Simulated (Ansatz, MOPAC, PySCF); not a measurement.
Species: GaCl2, net charge 0, doublet state. SMILES: [Cl][Ga][Cl]
Coordinates optimised at B3LYP-D3(BJ)/def2-TZVP (Ansatz, an electronic-structure program):
```
Ga
Cl 1 2.1845
Cl 1 2.1845 2 119.12
```
Charge 0, spin multiplicity 2.

Wanted: vertical ionisation energy to the singlet, in eV. Conventions: non-relativistic; each state is the SCF solution reached for its charge and spin; no spin-orbit coupling; 6-31G* and kin with 6d, 5d where marked; LANL2DZ with its own core potentials from Na on; UHF or UKS for open shells; dispersion terms only where a functional's name holds one. First-principles rows: single points at B3LYP-D3(BJ) geometries (Ansatz). Semi-empirical rows: differences of heats of formation at the shared geometry for vertical values. A UHF reference is markedly spin-contaminated in at least one set, which strains HF and MP2. The spin state of an ion or metal species was assumed, not searched.

| level | program | vertical ionisation energy to the singlet (eV) |
|---|---|---|
| AM1 | MOPAC | 10.28 |
| PM6 | MOPAC | 10.12 |
| HF/6-31G* | Ansatz | 9.23 |
| PBE/6-31G* with LANL2DZ past Ar | Ansatz | 9.36 |
| B3LYP/6-31G* | Ansatz | 9.43 |
| B3LYP/6-31G* with LANL2DZ past Ar | Ansatz | 9.50 |
| M06-2X/6-31G* with LANL2DZ past Ar (5d) | PySCF | 9.44 |
| PBE/def2-TZVPD | Ansatz | 9.16 |
| wB97M-V/def2-TZVPD | Ansatz | 9.33 |
| wB97X-V/def2-TZVPD | Ansatz | 9.36 |

No value to compare with is used here. The 7 habitual levels span 9.23 (HF/6-31G*) to 10.28 eV (AM1); PBE/def2-TZVPD gives 9.16.

The levels are drawn from those run, B3LYP/6-31G* more often than the rest, none by its result; left out are runs that failed, that the program found above a lower state of the same kind, or whose <S^2> lies over 0.5 above the pure value.
